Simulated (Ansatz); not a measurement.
Ansatz (a program for electronic structure) input (RI-MP2/aug-cc-pV(Q+d)Z):
A basis named .json is the Basis Set Exchange file of that set.

Ansatz 0.2 input:
```yaml
crystal:
  periodic: [false, false, false]
  atoms:
    - {symbol: Si, position_ang: [-0.03384011, 0.01282815, -0.34972143]}
    - {symbol: C, position_ang: [1.48176743, -0.96613456, -0.01309480]}
    - {symbol: C, position_ang: [-1.49387982, -0.59814401, 0.62898622]}
    - {symbol: F, position_ang: [0.26226463, 1.54946782, 0.04035702]}
    - {symbol: H, position_ang: [-0.35147091, 0.01759264, -1.79925697]}
    - {symbol: H, position_ang: [2.47853984, -0.54303757, -0.07307541]}
    - {symbol: H, position_ang: [1.45478292, -2.02425115, 0.22436826]}
    - {symbol: H, position_ang: [-2.38097876, 0.00246722, 0.41961950]}
    - {symbol: H, position_ang: [-1.71875163, -1.63451453, 0.36427467]}
    - {symbol: H, position_ang: [-1.29606723, -0.55738963, 1.70160837]}
basis:
  gaussian:
    orbitals: aug-cc-pV_Q+d_Z.json
    fitting: {mean_field: def2-universal-jkfit, correlation: aug-cc-pVQZ-RIFIT.json}
magnetization: {spin_polarized: true, initial_magnetization: 1}
correlation: {method: mp2, electrons: outside_noble_gas}
```

End of the output:

```
integrals: 1.51 GiB planned
463 factors; integrals over basis functions are off by at most 5.8e0 eV
mean field: 3.28 GiB planned
mean field evaluation 1: about -12724.3334 eV, gradient 2.8e1 eV
mean field evaluation 2: about -12727.4489 eV, gradient 1.3e1 eV
mean field evaluation 4: about -12728.1375 eV, gradient 1.1e0 eV
mean field evaluation 8: about -12728.1496 eV, gradient 1.7e-6 eV
mean field -12728.14962929 eV, -467.7508714268 hartree, gradient 1.7e-6 eV, S^2 0.760700; 0 other end points of the search recorded, 0 dependent functions left out
8 core orbitals not correlated
1178 factors; their error is unknown
reference -12728.14962929 eV, -467.7508714268 hartree; 13, 12 occupied and 584, 585 virtual orbitals, 1178 factors
second order -20.53656212 eV of doubles, -0.00000000 eV of singles
Total energy: -12748.68619141 eV, -468.5055761643 hartree
```

It need not be the lowest isomer of its formula.
